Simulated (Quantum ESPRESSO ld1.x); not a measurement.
All-electron atom: the antimony ion Sb30+ in [Ar] 3d3 (the NIST ground configuration). Calculated with ld1.x of Quantum ESPRESSO 7.5: Dirac Kohn-Sham, LDA (Slater exchange, Perdew-Zunger correlation), spin-unpolarised, spherical densities, point nucleus; open shells are shared between the two j in proportion to 2j + 1. Some entries of the table are withheld. Estimate them.

orbital  occ.  eigenvalue (eV)  <r^2> (bohr^2)
1s1/2       2              (1)        0.001096
2s1/2       2              (2)             (3)
2p1/2       2              (4)         0.01292
2p3/2       4              (5)         0.01417
3s1/2       2         -2080.16          0.1084
3p1/2       2              (6)          0.1009
3p3/2       4              (7)          0.1069
3d3/2     1.2              (8)         0.08372
3d5/2     1.8              (9)         0.08531

Answer. 
(1) 1s1/2 eigenvalue (eV): -31650.6
(2) 2s1/2 eigenvalue (eV): -5974.94
(3) 2s1/2 <r^2> (bohr^2): 0.01744
(4) 2p1/2 eigenvalue (eV): -5690.76
(5) 2p3/2 eigenvalue (eV): -5436.50
(6) 3p1/2 eigenvalue (eV): -1971.35
(7) 3p3/2 eigenvalue (eV): -1914.80
(8) 3d3/2 eigenvalue (eV): -1740.10
(9) 3d5/2 eigenvalue (eV): -1727.31
